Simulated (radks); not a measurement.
All-electron atom: Ru IV in [Ar] 3d10 4p6 4d5 5d2 (not the ground configuration).

Method: Dirac Kohn-Sham, BLYP, spin-unpolarised, spherical densities, finite nucleus; open shells fill j = l - 1/2 first; Fermi nuclear charge, rms radius 4.4809 fm; computed with a radial shooting solver on a logarithmic mesh with Libxc functionals.

Energy parts (hartree):
total: -4522.27987
kinetic: 4705.80795
electron-nucleus: -10855.97657
Hartree: 1759.84446
exchange-correlation: -131.95571

Orbitals (lengths in bohr, moments of r in powers of bohr; <r^-3> diverges for s and p1/2; r(90%) holds 90 % of the orbital's charge):
orbital	occ.	eigenvalue (hartree)	r(90%)	<r^4>	<r^-3>	<r^2>	small-component weight
1s1/2	2	-808.2040	0.0599	5.907e-06	-	0.001509	2.58e-02
2s1/2	2	-118.0995	0.225	0.001074	-	0.02495	5.35e-03
2p1/2	2	-109.3167	0.202	0.0007073	-	0.01875	5.36e-03
2p3/2	4	-104.5010	0.209	0.0008009	2803	0.02010	5.16e-03
3s1/2	2	-22.61362	0.594	0.05295	-	0.1853	1.46e-03
3p1/2	2	-19.20501	0.597	0.05367	-	0.1819	1.41e-03
3p3/2	4	-18.38644	0.612	0.05937	483.6	0.1915	1.35e-03
3d3/2	4	-12.34801	0.607	0.05764	72.30	0.1741	1.24e-03
3d5/2	6	-12.18831	0.612	0.05953	68.59	0.1771	1.23e-03
4p1/2	2	-3.74811	1.54	2.418	-	1.261	3.30e-04
4p3/2	4	-3.60786	1.58	2.653	83.20	1.322	3.17e-04
4d3/2	4	-1.96586	1.96	6.328	8.875	1.951	2.22e-04
4d5/2	1	-1.94658	1.98	6.510	8.404	1.979	2.19e-04
5d3/2	2	-0.65879	4.98	262.4	1.441	13.47	4.64e-05
5d5/2	0	-0.65565	5.00	267.0	1.373	13.59	4.61e-05

The highest occupied level is 5d3/2 at -17.927 eV. Summed over all electrons, <r^2> = 47.97 bohr^2, which gives a Langevin (diamagnetic) susceptibility term of -38 x 10^-6 cm^3/mol. The density falls to 0.001 e/bohr^3 at r = 4.82 bohr.
